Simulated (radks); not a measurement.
Question: Radial electron density D(r) = 4 pi r^2 rho(r) of an atom or ion with 9 electrons. Method: scalar-relativistic Kohn-Sham, LDA (Slater exchange, Perdew-Zunger correlation), spin-polarised, spherical densities, point nucleus; computed with a radial shooting solver on a logarithmic mesh with Libxc functionals.

r (bohr)  D(r) (e/bohr)    spin D(r)
0.01131          0.5888   -0.0000109
0.01496          0.9642  -0.00000771
0.01996           1.566    0.0000192
0.02641           2.440     0.000121
0.03494           3.663     0.000446
0.04661           5.286      0.00144
0.06166           7.077      0.00409
0.08159           8.710       0.0109
0.108             9.619       0.0272
0.144             9.235       0.0649
0.1905            7.553        0.139
0.2521            5.436        0.271
0.3335            4.229        0.469
0.4448            4.624        0.709
0.5886            5.767        0.882
0.7788            6.123        0.885
1.03              5.018        0.695
1.374             3.053        0.409
1.818             1.401        0.178
2.406            0.4694       0.0524
3.209            0.1042      0.00827
4.246           0.01515     0.000377
5.618          0.001202   -0.0000665

What is the nuclear charge?

Answer: Z = 9. The innermost maximum, from 1s, lies near gamma/Z bohr with gamma = sqrt(1 - (Z/c)^2) = 0.998, here 0.111 bohr (found: 0.116), and its height grows with Z. The density is that of neutral fluorine in [He] 2s2 2p5; the configuration itself is not fixed sharply by these data. D(r) has 2 maxima, at r = 0.116, 0.725 bohr, and minima at 0.358 bohr, inside which lie 2.22 electrons.
